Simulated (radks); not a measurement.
Results of a calculation; reference values are marked as such.
All-electron atom: the holmium ion Ho2+ in [Xe] 4f11 (the NIST ground configuration).

Code: a radial shooting solver on a logarithmic mesh with Libxc functionals. Model: scalar-relativistic Kohn-Sham, SCAN, spin-polarised, spherical densities, finite nucleus; open shells are filled with parallel spins first (spin-orbit coupling, left out, can overturn this in heavy ions); meta-GGA in the generalised Kohn-Sham scheme; Fermi nuclear charge, rms radius 5.2022 fm.

Energy parts (eV):
total: -343311.69
kinetic: 371241.64
electron-nucleus: -840375.90
Hartree: 133201.68
exchange-correlation: -7379.10

Orbitals (lengths in bohr, moments of r in powers of bohr):
| orbital | occ. | eigenvalue (eV) | <1/r> | <r^4> | <r^2> |
|---|---|---|---|---|---|
| 1s up | 1 | -55580.56 | 76.04 | 9.265e-07 | 0.0005883 |
| 1s down | 1 | -55580.56 | 76.04 | 9.265e-07 | 0.0005883 |
| 2s up | 1 | -9331.699 | 17.71 | 0.0001446 | 0.009162 |
| 2s down | 1 | -9331.636 | 17.71 | 0.0001446 | 0.009161 |
| 2p up | 3 | -8264.634 | 16.38 | 0.0001096 | 0.007441 |
| 2p down | 3 | -8264.587 | 16.38 | 0.0001096 | 0.007441 |
| 3s up | 1 | -2105.727 | 6.529 | 0.005475 | 0.06023 |
| 3s down | 1 | -2104.261 | 6.533 | 0.005464 | 0.06017 |
| 3p up | 3 | -1777.364 | 6.102 | 0.005790 | 0.06066 |
| 3p down | 3 | -1775.845 | 6.106 | 0.005776 | 0.06059 |
| 3d up | 5 | -1360.671 | 5.778 | 0.004584 | 0.05081 |
| 3d down | 5 | -1359.436 | 5.781 | 0.004569 | 0.05073 |
| 4s up | 1 | -432.8897 | 2.746 | 0.1338 | 0.3035 |
| 4s down | 1 | -429.6426 | 2.744 | 0.1343 | 0.3039 |
| 4p up | 3 | -324.3065 | 2.517 | 0.1767 | 0.3437 |
| 4p down | 3 | -321.0898 | 2.514 | 0.1778 | 0.3444 |
| 4d up | 5 | -177.3387 | 2.221 | 0.2782 | 0.4128 |
| 4d down | 5 | -174.1071 | 2.217 | 0.2822 | 0.4147 |
| 4f up | 7 | -18.4657 | 1.617 | 2.629 | 0.9202 |
| 4f down | 4 | -15.4911 | 1.585 | 3.545 | 1.018 |
| 5s up | 1 | -65.8874 | 1.042 | 4.936 | 1.816 |
| 5s down | 1 | -65.2398 | 1.029 | 5.136 | 1.853 |
| 5p up | 3 | -40.7358 | 0.8665 | 10.30 | 2.567 |
| 5p down | 3 | -40.2772 | 0.8585 | 10.57 | 2.602 |

The highest occupied level is 4f down at -15.491 eV. Spin moment in Bohr magnetons: 3.
